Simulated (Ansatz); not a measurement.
MnBr₂⁻. Total charge -1; quintet. Geometry B3LYP-D4/def2-TZVP, that of the neutral sextet; atoms count from 1.

```csv
atom,x (Å),y (Å),z (Å)
Mn1,-0.001,0.001,-0.002
Br2,2.091,-0.064,-1.043
Br3,-2.090,0.064,1.045
```

The charge -1 quintet is spin-contaminated (final ⟨S²⟩ up to 6.20, 6.00 for a pure state). The highest occupied level of the charge -1 quintet lies above zero (up to 0.20 eV). By energy differences its removal costs 1.42 eV (vertical, to the charge 0 sextet, at PBE0-D4/def2-TZVPD); a positive level beside a positive removal energy at the same level points to self-interaction error.

(1) Estimate the Mulliken populations from the PBE0/def2-TZVPD orbitals of Ansatz.

(2) Where does the spin sit?

(3) And the Mayer bond orders between bonded heavy atoms (over 0.3)?

Answers

(1) 
| atom | charge (e) | spin (α − β) | d electrons |
| --- | --- | --- | --- |
| Mn1 | -0.35 | 3.81 | 5.53 |
| Br2 | -0.33 | 0.10 | – |
| Br3 | -0.33 | 0.10 | – |
Mulliken values and Mayer orders depend strongly on the basis. With diffuse functions, as here, like atoms can get unlike values, and bond orders can come out too low or too high.

(2) Summed by element: Mn 3.81, Br 0.19, of 4 unpaired in all. Largest on single atoms: Mn1 3.81, Br2 0.10, Br3 0.10.

(3) Mn1–Br2 0.53 (2.34 Å); Mn1–Br3 0.53 (2.34 Å).
